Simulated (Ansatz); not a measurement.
AlH+, multiplicity 2 (the spin of the measured ground state), most abundant isotopes (1.0078 and 26.9815 u). Constants from fifth-degree fits in 1/R to seven points on the lowest solution found; no spin–orbit coupling, no relativity up to Kr; ω_e x_e and α_e move by some per cent with the fit.

Frozen-core correlation. CBS: X⁻³ extrapolation of the correlation energy, Hartree–Fock from the larger set.

Codes used: Ansatz (a quantum-chemistry and plane-wave program). Values without a source in brackets are computed.

```tsv
level	r_e (Å)	ω_e (cm⁻¹)	ω_e x_e (cm⁻¹)	α_e (cm⁻¹)
PBE/def2-TZVPP	1.6366	1581.6	61.2	0.296
CCSD(T)/CBS(aug-cc-pV(Q+d)Z, aug-cc-pV(5+d)Z)	1.6064	1701.9	66.3	0.298
```

Question: Predict ω_e, ω_e x_e, B_e and the fall in zero-point energy on putting deuterium (2.014102 u) for H, at CCSD(T)/CBS(aug-cc-pV(Q+d)Z, aug-cc-pV(5+d)Z).

Answer: 
The curve stays; ρ = √(μ_H/μ_D) = √(0.97154/1.87420) = 0.71998. ω_e scales with ρ: 1225 cm⁻¹; ω_e x_e and B_e with ρ²: 34.4 and 3.485 cm⁻¹. The zero-point energy falls by 230 cm⁻¹, by which D₀ of the deuteride is larger.
